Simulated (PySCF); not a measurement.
CH2ClNO3Si. Atoms are numbered in the order given.

```xyz
9

O      2.7746    -1.3432    -1.5286
C      1.7753    -0.8087    -1.2018
N      0.7332    -0.2560    -0.9171
Si    -0.5263     0.4464     0.0264
O     -1.9368     0.4031    -0.8424
O     -0.2205     2.0184     0.4274
Cl    -0.6289    -0.6169     1.7864
H     -2.0996    -0.4120    -1.3481
H     -0.5635     2.6683    -0.2113
```
Charge 0, spin multiplicity 1.

The structure is a stationary point at PBE-D3(BJ)/def2-SVP. The structure was generated by enumeration, and PubChem lists no compound with its InChIKey, so it may never have been made. Other conformers were not sampled.

The numbers are results of r2SCAN/def2-TZVP in PySCF, not measurements.

Gas-phase values at a fixed geometry.

Task: Estimate the frontier levels, gap, dipole moment and polarisability. (Estimate from the structure and the level; the computed values follow.)

Result: 
The highest occupied level is -7.87 eV. The lowest empty level is -0.58 eV and the orbital gap is 7.29 eV. The dipole moment is 2.44 D and the quadrupole, principal values (traceless, Buckingham form, about the centre of nuclear charge) is -12.60, 4.52, 8.08 D·Å. The mean static polarisability is 60.6 bohr³ (8.97 Å³) and the polarisability, principal values is 47.1, 56.1, 78.4 bohr³.
